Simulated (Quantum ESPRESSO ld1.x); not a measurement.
Task: Coherent X-ray form factor from a spherical all-electron density. Method: scalar-relativistic Kohn-Sham, LDA (Slater exchange, Perdew-Wang correlation), spin-polarised, spherical densities, point nucleus; computed with ld1.x of Quantum ESPRESSO 7.5.

sin(theta)/lambda (1/angstrom)  f0 (electrons)
0.05                                    73.324
0.1                                     71.411
0.15                                    68.563
0.2                                     65.152
0.25                                    61.520
0.3                                     57.913
0.4                                     51.286
0.5                                     45.660
0.6                                     40.912
0.8                                     33.252
1                                       27.299
1.25                                    21.851
1.5                                     18.282
2                                       14.348

The species is in the configuration that NIST lists as its ground one. Which atom or ion scatters so?

Result: The iridium ion Ir3+, [Xe] 4f14 5d6. Extrapolating in s^2 from the first two rows gives f0(0) = 74.0, near the electron count 74; among species with that count, the fall with angle is slower the higher Z, and the table is that of Z = 77; from so few rows the species is fixed only to a neighbour or two.
